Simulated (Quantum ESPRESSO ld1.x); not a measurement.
Problem. These are the eigenvalues of the occupied orbitals of an atom or ion with whole-number occupations (eV). All-electron calculation, non-relativistic Kohn-Sham, Slater X-alpha with alpha = 1, spin-unpolarised, spherical densities, point nucleus. Program: ld1.x of Quantum ESPRESSO 7.5.

1s: -8214.85
2s: -987.771
2p: -869.326
3s: -117.294
3p: -80.1113
3d: -17.5746

Which element is it, and in what charge state? The configuration may be excited.

Solution. Z = 28, nickel, charge +1: Ni+ in [Ar] 3d9. The list shows which subshells hold electrons but not how many an open one holds; the 1s level, -301.89 hartree, gives Z - s = 24.6 by -(Z - s)^2/2, which with screening narrows Z to a few neighbours, and the depths of the outer levels then fix element, charge and occupations together.
